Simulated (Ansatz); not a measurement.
H6Si4, SMILES `[SiH3][Si]1=[SiH][SiH2]1` (charge 0, multiplicity 1).

These are B3LYP/cc-pVTZ // PBE0-D3(BJ)/def2-TZVP run with Ansatz (a quantum-chemistry and plane-wave program) values and carry that method's errors.

Ansatz 0.2 input:
```yaml
crystal:
  periodic: [false, false, false]
  atoms:
    - { symbol: Si, position_ang: [-2.369108, 0.103161, 0.048293] }
    - { symbol: Si, position_ang: [-0.055984, -0.09865, -0.135481] }
    - { symbol: Si, position_ang: [1.638717, -0.908539, -1.108584] }
    - { symbol: Si, position_ang: [2.031238, 0.45959, 0.664126] }
    - { symbol: H, position_ang: [-3.001375, -0.517705, -1.143153] }
    - { symbol: H, position_ang: [-2.832987, -0.58456, 1.281022] }
    - { symbol: H, position_ang: [-2.733437, 1.541447, 0.124093] }
    - { symbol: H, position_ang: [2.2057, -1.762864, -2.186562] }
    - { symbol: H, position_ang: [2.584941, 1.832488, 0.489708] }
    - { symbol: H, position_ang: [2.532296, -0.064369, 1.966537] }
basis:
  gaussian: { orbitals: cc-pVTZ }
hamiltonian:
  xc: b3lyp
```

Output:

```
Functional definition: B3LYP
1496 factors; their error is unknown
mean field evaluation 1: about -31607.3852 eV, gradient 2.2e1 eV
mean field evaluation 2: about -31607.3736 eV, gradient 2.2e1 eV
mean field evaluation 4: about -31609.2293 eV, gradient 2.2e0 eV
mean field evaluation 8: about -31609.2488 eV, gradient 7.4e-2 eV
mean field evaluation 16: about -31609.3318 eV, gradient 5.7e-5 eV
mean field -31609.33178239 eV, -1161.6215174284 hartree, gradient 5.7e-5 eV, S^2 0.000000; 0 other end points of the search recorded, 0 dependent functions left out
reference -31609.33210552 eV, -1161.6215293030 hartree; 31, 31 occupied and 189, 189 virtual orbitals, 1496 factors
Total energy: -31609.33210552 eV, -1161.6215293030 hartree
```
